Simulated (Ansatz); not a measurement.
Molecule: GeBr2 (charge 0, singlet). 
Structure (B3LYP-D3(BJ)/def2-TZVP (Ansatz, an electronic-structure program) minimum search):
```xyz
3

Ge    -0.0024    -0.0017     1.0279
Br     1.0252    -1.5196    -0.4700
Br    -1.0230     1.5212    -0.4697
```
Charge 0, spin multiplicity 1.

Wanted: vertical electron affinity (to the doublet state of charge -1; a negative value means that the extra electron is unbound and the number depends on the basis; each state is the SCF solution reached for its spin), in eV. Valence correlation only, unless marked. Open shells are spin-unrestricted. Spin-orbit coupling is left out. Frozen are the shells of the preceding noble gas and the d and f shells that filled before the atom's block. Non-relativistic. Anions need diffuse functions: aug- sets have them; def2-D sets add few. CBS marks a two-point X^-3 extrapolation of the correlation energy; Hartree-Fock from the larger set. [CCSD(T)-MP2]/basis is that difference in the basis named.

```csv
level,program,vertical electron affinity (eV)
SVWN5/def2-TZVPD,Ansatz,1.50
PBE/def2-TZVPD,Ansatz,1.39
BHLYP/def2-TZVPD,Ansatz,1.52
CAM-B3LYP/def2-TZVPD,Ansatz,1.60
```

Question: Estimate the value at RI-MP2/CBS(aug-cc-pVTZ,aug-cc-pVQZ)+[CCSD(T)-MP2]/aug-cc-pVTZ as computed with Ansatz.

Answer: 1.54 eV, so CAM-B3LYP/def2-TZVPD differs from it by 0.06 eV.
